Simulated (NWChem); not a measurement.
**Correlation energy of Sb (+1)**

```
Sb
```
Charge +1, spin multiplicity 3.

The numbers come from NWChem runs, not from measurements.

Basis set: def2-SVP. Each correlation energy counts from its own Hartree-Fock reference.

Effective core potentials replace the inner electrons of Sb; spin-orbit coupling is left out. The correlated methods keep 4 core orbitals frozen. No SCF solution was tested for a lower state. Open-shell Hartree-Fock references start from PBE0 orbitals. Coupled-cluster values serve here as a point of comparison, not as the truth.

One of these methods gave a correlation energy of -52.9 mHa. Which?
A) CCSD on ROHF
B) CCSD on UHF
C) UMP2

C, UMP2. The others give -67.7 (CCSD on UHF), -71.4 (CCSD on ROHF).
